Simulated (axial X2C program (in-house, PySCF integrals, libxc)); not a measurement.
**Worked dissociation energy of NbN: PBE0, spin-free**

Calculated with an axial X2C code built on PySCF integrals. Spin-free means the one-electron spin-free X2C Hamiltonian. Basis: Nb dyall-cv3z [11s12p9d5f3g], N dyall-av3z [7s7p3d2f] (cores contracted in-house); Gaussian nuclei, density fitting, unrestricted open shells. Masses: Nb 92.906 u, N 14.003 u.

Molecular state: M_S = 1, Λ = 2 (beyond evenly filled blocks: σα, δ+α).

| Item | Value |
| --- | --- |
| E(Nb) (2M_S = 5, M_L = 0) | -3819.076362 hartree |
| E(N) (2M_S = 3, M_L = 0) | -54.576345 hartree |
| E(NbN) at Re | -3873.864514 hartree |
| ωe | 1121.1 cm⁻¹ |
| ωexe | 4.32 cm⁻¹ |

Question: Work out De and D0.

Answer: De = -3819.076362 + (-54.576345) − (-3873.864514) = 0.21181 hartree = 5.764 eV. The zero-point energy is ωe/2 − ωexe/4 = 559 cm⁻¹ = 0.069 eV, so D0 = 5.694 eV.

The state is one determinant whose occupation by symmetry is held fixed; it was picked as the lowest of a PBE0 search that is not exhaustive. De is counted from the lowest determinant-based energies of the atoms at the same level, without counterpoise correction. Other states lie close and PBE0, whose exact exchange favours high spin, may order them wrongly; the determinant shown need not be the ground state. The nearest other spin-free determinant of the search, M_S = 1, Λ = 0, lies 0.44 eV up at the distance of the search. Without a current term, density functionals place determinants with orbital angular momentum somewhat too high. The determinant is spin-polarised beyond a pure state at some levels (its spin-free form has ⟨S²⟩ too high), which makes Re and μ there less reliable.

Each atomic determinant is the lowest at this level and need not be a pure term. Totals compare only within one Hamiltonian and basis.
